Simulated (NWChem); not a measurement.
Species: GaSiH₅O; SMILES [SiH3][O][GaH2]

```xyz
8

Ga    -0.0372    -1.1967     0.0000
H     -1.5791    -1.4583    -0.0001
H      1.1497    -2.2065    -0.0004
O      0.4699     0.5159     0.0000
Si    -0.0972     2.0677     0.0000
H      0.3876     2.7903     1.2156
H     -1.5966     2.1054    -0.0030
H      0.3926     2.7920    -1.2126
```
Atoms are numbered in this order, from 1.

Results from NWChem. Coordinates come from a PBE0/def2-SVP optimisation. Ions are spin-unrestricted doublets at the neutral geometry; other ion states weren't tried.

For level PBE0/def2-SVP:

- vertical ionisation energy, ΔSCF (eV) = 10.64
- −ε(HOMO) (eV) = 8.20

Q: Estimate the same quantities for level PBE/def2-SVP.

A: 
* **vertical ionisation energy, ΔSCF (eV)**: 9.78
* **−ε(HOMO) (eV)**: 6.78
